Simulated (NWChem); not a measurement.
System meant: SiF2, singlet; SMILES F[Si]F

NWChem input:

```
start job
memory heap 200 mb stack 900 mb global 1100 mb
geometry units angstroms noautoz
  Si     0.000000     0.000000     0.583705
  F      1.265861     0.000000    -0.466400
  F     -1.265861     0.000000    -0.466400
end
basis spherical
  * library def2-svp
end
dft
  xc xpbe96 cpbe96
  iterations 4
  mulliken
end
task dft energy
```

End of the output:

```
    Atom       Charge   Shell Charges
 -----------   ------   -------------------------------------------------------
    1 Si  14    13.64   2.00  1.96  0.99  0.76  5.79  0.98  0.70  0.46
    2 F    9     9.18   1.98  1.03  0.78  3.20  2.19  0.01
    3 F    9     9.18   1.98  1.03  0.78  3.20  2.19  0.01

 center of mass
 --------------
 x =   0.00000000 y =   0.00000000 z =  -0.02666717

 moments of inertia (a.u.)
 ------------------
          63.451101329002           0.000000000000           0.000000000000
           0.000000000000         280.879733717152           0.000000000000
           0.000000000000           0.000000000000         217.428632388149

     Multipole analysis of the density
     ---------------------------------

     L   x y z        total         alpha         beta         nuclear
     -   - - -        -----         -----         ----         -------
     0   0 0 0     -0.000000    -16.000000    -16.000000     32.000000

     1   1 0 0      0.000000      0.000000      0.000000      0.000000
     1   0 1 0     -0.000000     -0.000000     -0.000000      0.000000
     1   0 0 1      0.408355      0.204178      0.204178     -0.000000

     2   2 0 0    -18.297286    -60.649235    -60.649235    103.001184
     2   1 1 0      0.000000      0.000000      0.000000      0.000000
     2   1 0 1      0.000000      0.000000      0.000000      0.000000
     2   0 2 0    -14.666789     -7.333395     -7.333395      0.000000
     2   0 1 1     -0.000000     -0.000000     -0.000000      0.000000
     2   0 0 2    -17.162671    -24.086761    -24.086761     31.010851

 ------------------------------------------------------------------------
 dft energy failed                                                                                  0
 ------------------------------------------------------------------------
 ------------------------------------------------------------------------
  current input line :
    16: task dft energy
 ------------------------------------------------------------------------
 ------------------------------------------------------------------------
 This type of error is most commonly associated with calculations not reaching convergence criteria
 ------------------------------------------------------------------------
 For more information see the NWChem manual at https://nwchemgit.github.io

0:dft energy failed:Received an Error in Communication
```

Problem. Find the fault in this run and fix the input.

Solution. Convergence was not reached. Cause: the SCF was allowed too few iterations. This input runs:
```
start job
memory heap 200 mb stack 900 mb global 1100 mb
geometry units angstroms noautoz
  Si     0.000000     0.000000     0.583705
  F      1.265861     0.000000    -0.466400
  F     -1.265861     0.000000    -0.466400
end
basis spherical
  Si library def2-svp
  F library def2-svp
end
dft
  xc xpbe96 cpbe96
  iterations 150
  mulliken
end
task dft energy
```
It converges to -488.67473 Ha (PBE/def2-SVP).
